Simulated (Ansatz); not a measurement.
The inner images of a band of AlCl₂F₂H (6 atoms, charge 0, multiplicity 1) are given out of order.

Theory: RKS BHLYP/def2-SVP (Ansatz 0.2.0).

Image 0:

```xyz
6
Properties=species:S:1:pos:R:3
Al 0.098 -0.005 0.037
F 0.090 0.442 1.633
Cl 1.800 0.348 -1.096
F -1.356 -0.132 -0.719
Cl 0.338 -2.364 0.891
H 0.297 -1.804 2.053
```

Image 8:

```xyz
6
Properties=species:S:1:pos:R:3
Al 0.146 -0.527 -0.143
F 0.157 -0.021 1.765
Cl 1.792 0.460 -0.942
F -1.370 -0.031 -0.548
Cl 0.338 -2.549 0.463
H 0.204 -0.846 2.204
```

Task: Put them in order from the first end to the last, with their energies above the first end.
A.
```xyz
6
Properties=species:S:1:pos:R:3
Al 0.128 -0.272 -0.012
F 0.140 0.042 1.736
Cl 1.816 0.363 -1.028
F -1.380 -0.072 -0.627
Cl 0.327 -2.383 0.914
H 0.235 -1.193 1.817
```
B.
```xyz
6
Properties=species:S:1:pos:R:3
Al 0.144 -0.486 -0.122
F 0.145 -0.026 1.784
Cl 1.800 0.441 -0.963
F -1.371 -0.026 -0.568
Cl 0.337 -2.497 0.584
H 0.212 -0.921 2.085
```
C.
```xyz
6
Properties=species:S:1:pos:R:3
Al 0.106 -0.101 0.030
F 0.122 0.241 1.676
Cl 1.808 0.358 -1.058
F -1.380 -0.118 -0.668
Cl 0.341 -2.396 0.934
H 0.270 -1.498 1.885
```
D.
```xyz
6
Properties=species:S:1:pos:R:3
Al 0.134 -0.351 -0.047
F 0.144 -0.023 1.775
Cl 1.813 0.386 -1.010
F -1.378 -0.050 -0.611
Cl 0.327 -2.409 0.824
H 0.226 -1.068 1.869
```
E.
```xyz
6
Properties=species:S:1:pos:R:3
Al 0.140 -0.430 -0.088
F 0.143 -0.033 1.792
Cl 1.807 0.416 -0.985
F -1.374 -0.033 -0.589
Cl 0.333 -2.448 0.706
H 0.218 -0.987 1.966
```
F.
```xyz
6
Properties=species:S:1:pos:R:3
Al 0.100 -0.044 0.035
F 0.108 0.337 1.657
Cl 1.805 0.356 -1.076
F -1.370 -0.126 -0.694
Cl 0.343 -2.387 0.908
H 0.280 -1.651 1.971
```
G.
```xyz
6
Properties=species:S:1:pos:R:3
Al 0.118 -0.184 0.017
F 0.130 0.138 1.700
Cl 1.813 0.363 -1.038
F -1.383 -0.096 -0.644
Cl 0.336 -2.386 0.942
H 0.252 -1.350 1.823
```

Result: F (+0.4 kcal/mol), C (+1.7 kcal/mol), G (+4.4 kcal/mol), A (+7.0 kcal/mol), D (+4.1 kcal/mol), E (+0.3 kcal/mol), B (-1.5 kcal/mol).

The run took 120 s on 2 threads of Arm Neoverse V1 (shared host), peak memory 0.2 GiB.
